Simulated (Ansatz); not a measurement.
One change: `NB(S)Cl` becomes `NB(F)S`.

Ansatz, PBE0-D4/def2-TZVP geometries, multiplicity 1. Each molecule was computed in one conformer, which needn't be the lowest.

| property | `NB(S)Cl` |
| --- | --- |
| size of the dipole moment (PBE/def2-TZVPP) / D | 3.24 |
| HOMO energy (B3LYP/def2-TZVPP) / eV | -7.27 |
| size of the dipole moment (ωB97M-V/def2-TZVPP) / D | 3.25 |
| size of the dipole moment (B3LYP/def2-TZVPP) / D | 3.24 |
| HOMO–LUMO gap (PBE/def2-TZVPP) / eV | 5.67 |
| HOMO energy (ωB97M-V/def2-TZVPP) / eV | -9.71 |

What does the change do to each property? (Estimate.)

Ansatz gave: 
| property | `NB(F)S` | shift |
| --- | --- | --- |
| size of the dipole moment (PBE/def2-TZVPP) / D | 1.73 | -1.51 |
| HOMO energy (B3LYP/def2-TZVPP) / eV | -7.14 | 0.13 |
| size of the dipole moment (ωB97M-V/def2-TZVPP) / D | 1.73 | -1.52 |
| size of the dipole moment (B3LYP/def2-TZVPP) / D | 1.73 | -1.51 |
| HOMO–LUMO gap (PBE/def2-TZVPP) / eV | 5.69 | 0.02 |
| HOMO energy (ωB97M-V/def2-TZVPP) / eV | -9.59 | 0.12 |

Dipoles are sizes alone; their direction can turn.

B3LYP here is the variant with VWN-RPA as its local correlation; programs differ in this.
